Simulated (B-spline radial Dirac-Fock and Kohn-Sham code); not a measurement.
Dipole and non-dipole photoemission parameters of Pd³⁺ 4s

System: palladium as Pd³⁺, [Kr] 4d7; threshold 134.6 eV (orbital energy of the model). The computed values come from a radial atomic solver: Dirac-Hartree-Slater photoionisation with a Latter tail; cross sections with all multipoles, angular parameters from the dipole term and its interference with E2.

The run's input, task.json:

```json
{"items": [{
  "Z": 46,
  "q": 3,
  "cfg": [[1, 0, 2], [2, 0, 2], [2, 1, 6], [3, 0, 2], [3, 1, 6], [3, 2, 10], [4, 0, 2], [4, 1, 6], [4, 2, 7]],
  "A": 106,
  "rrms": 4.5318,
  "do": "xps",
  "hv": [60, 61.6, 75.9, 78.3, 80, 87.1, 93.1, 133.0, 150, 174.0, 195.0, 200, 237.0, 286.0, 400, 500.0, 800, 945.0, 1486.9, 2050.0, 2920.0, 3030.0, 4180.0, 4830.0, 8110.0, 8400.0, 9580.0, 11500.0, 12000, 13200.0]
}]}
```

Command: `python xray2_run.py task.json out`

For linearly polarised light dσ/dΩ = σ/(4π) [1 + β P₂(cos θ) + (δ + γ cos²θ) sin θ cos φ], with θ from the polarisation vector and φ the angle between the beam and the projection of the electron momentum on the plane normal to the polarisation.

| hν (eV) | σ (kb) | β | γ |
| --- | --- | --- | --- |
| 150 | 188 | 1.966 | 0.153 |
| 174 | 172 | 1.973 | 0.226 |
| 195 | 156 | 1.977 | 0.264 |
| 200 | 153 | 1.978 | 0.271 |
| 237 | 130 | 1.982 | 0.304 |
| 286 | 106 | 1.984 | 0.321 |
| 400 | 68.7 | 1.988 | 0.315 |
| 500 | 50.0 | 1.989 | 0.288 |
| 800 | 24.0 | 1.992 | 0.184 |
| 945 | 18.2 | 1.992 | 0.136 |
| 1486.9 | 8.36 | 1.993 | 0.004 |
| 2050 | 4.70 | 1.994 | -0.068 |
| 2920 | ? | ? | ? |
| 3030 | 2.27 | 1.994 | -0.091 |
| 4180 | 1.22 | 1.995 | -0.025 |
| 4830 | 0.912 | 1.995 | 0.035 |
| 8110 | 0.311 | 1.995 | 0.427 |
| 8400 | 0.289 | 1.995 | 0.464 |
| 9580 | 0.217 | 1.994 | 0.613 |
| 11500 | 0.145 | 1.994 | 0.849 |
| 12000 | 0.132 | 1.994 | 0.909 |
| 13200 | 0.106 | 1.994 | 1.050 |

Task: Give the values at 2920 eV.

Result: σ = 2.44 kb, β = 1.994, γ = -0.093. For an s subshell δ is negligible.
